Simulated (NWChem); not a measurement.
System meant: C₂H₆BeOS; SMILES C[O][Be][S]C

Input file for NWChem:

```
start job
memory heap 200 mb stack 900 mb global 1100 mb
geometry units angstroms noautoz
  Be     0.297643    -0.358919    -0.075322
  O      0.039402    -1.727066    -0.035053
  C     -0.177997    -3.082185     0.003908
  H      0.306475    -3.540557     0.884433
  H     -1.257210    -3.310404     0.058674
  H      0.223770    -3.578154    -0.897578
  S      0.678035     1.508542    -0.134115
  C     -1.002259     2.221121     0.024021
  H     -1.654940     1.919762    -0.806680
  H     -0.886876     3.313008    -0.008022
  H     -1.472150     1.952688     0.980072
end
basis spherical
  * library def2-svp
end
dft
  xc xpbe96 cpbe96
  iterations 4
  mulliken
end
task dft energy
```

End of the output:

```
    Atom       Charge   Shell Charges
 -----------   ------   -------------------------------------------------------
    1 Be   4     3.93   1.96  0.39  0.14  1.01  0.44
    2 O    8     8.25   1.97  0.88  0.56  2.80  2.03  0.01
    3 C    6     5.94   1.96  0.57  0.30  1.84  1.13  0.13
    4 H    1     0.98   0.65  0.27  0.06
    5 H    1     0.98   0.65  0.27  0.06
    6 H    1     0.98   0.65  0.27  0.06
    7 S   16    15.89   2.00  1.95  0.96  0.62  5.81  1.92  2.57  0.06
    8 C    6     6.17   1.96  0.60  0.33  1.87  1.33  0.07
    9 H    1     0.97   0.64  0.26  0.07
   10 H    1     0.96   0.64  0.26  0.07
   11 H    1     0.97   0.64  0.26  0.07

 center of mass
 --------------
 x =   0.10934733 y =   0.06374993 z =  -0.00006736

 moments of inertia (a.u.)
 ------------------
        1261.260084054872           0.000000000000           0.000000000000
           0.000000000000         137.533108823113          -0.000000000000
           0.000000000000          -0.000000000000        1375.720410278705

     Multipole analysis of the density
     ---------------------------------

     L   x y z        total         alpha         beta         nuclear
     -   - - -        -----         -----         ----         -------
     0   0 0 0     -0.000000    -23.000000    -23.000000     46.000000

     1   1 0 0     -0.618438     -0.309219     -0.309219      0.000000
     1   0 1 0     -0.613158     -0.306579     -0.306579      0.000000
     1   0 0 1      0.000378      0.000189      0.000189      0.000000

     2   2 0 0    -27.514058    -52.293674    -52.293674     77.073290
     2   1 1 0     -2.463636      4.859895      4.859895    -12.183426
     2   1 0 1      0.000405      0.000393      0.000393     -0.000382
     2   0 2 0    -24.450260   -373.124497   -373.124497    721.798734
     2   0 1 1     -0.002974      0.008258      0.008258     -0.019490
     2   0 0 2    -28.502190    -19.974480    -19.974480     11.446771

 ------------------------------------------------------------------------
 dft energy failed                                                                                  0
 ------------------------------------------------------------------------
 ------------------------------------------------------------------------
  current input line :
    24: task dft energy
 ------------------------------------------------------------------------
 ------------------------------------------------------------------------
 This type of error is most commonly associated with calculations not reaching convergence criteria
 ------------------------------------------------------------------------
 For more information see the NWChem manual at https://nwchemgit.github.io

0:dft energy failed:Received an Error in Communication
```

### Question
What is wrong, and how is it mended?

### Answer
The run did not converge; its last values are not results. Cause: the SCF was allowed too few iterations. This input runs:
```
start job
memory heap 200 mb stack 900 mb global 1100 mb
geometry units angstroms noautoz
  Be     0.297643    -0.358919    -0.075322
  O      0.039402    -1.727066    -0.035053
  C     -0.177997    -3.082185     0.003908
  H      0.306475    -3.540557     0.884433
  H     -1.257210    -3.310404     0.058674
  H      0.223770    -3.578154    -0.897578
  S      0.678035     1.508542    -0.134115
  C     -1.002259     2.221121     0.024021
  H     -1.654940     1.919762    -0.806680
  H     -0.886876     3.313008    -0.008022
  H     -1.472150     1.952688     0.980072
end
basis spherical
  Be library def2-svp
  O library def2-svp
  C library def2-svp
  H library def2-svp
  S library def2-svp
end
dft
  xc xpbe96 cpbe96
  iterations 150
  mulliken
end
task dft energy
```
It converges to -567.40988 Ha (PBE/def2-SVP).
